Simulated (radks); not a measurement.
Values are calculated unless marked as measured or tabulated.
Problem. Species: the indium ion In20+. Configuration: [Ar] 3d10 4s1. Level of theory: Dirac Kohn-Sham, PBE, spin-unpolarised, spherical densities, point nucleus (a radial shooting solver on a logarithmic mesh with Libxc functionals). Some entries of the table are withheld. Estimate them.

orbital,occ.,eigenvalue (Ry),<1/r> (bohr^-1),<r^2> (bohr^2)
1s1/2,2,-2081.277,51.87,0.001194
2s1/2,2,-346.8203,12.02,0.01935
2p1/2,2,(1),12.00,0.01440
2p3/2,4,(2),11.21,0.01570
3s1/2,2,-97.44411,4.290,0.1350
3p1/2,2,-89.22179,4.203,0.1292
3p3/2,4,-86.31884,4.012,0.1372
3d3/2,4,(3),3.867,0.1160
3d5/2,6,(4),3.818,0.1183
4s1/2,1,-42.67611,1.955,0.5999

Solution. 
(1) 2p1/2 eigenvalue (Ry): -326.4304
(2) 2p3/2 eigenvalue (Ry): -310.8776
(3) 3d3/2 eigenvalue (Ry): -71.90351
(4) 3d5/2 eigenvalue (Ry): -71.29639
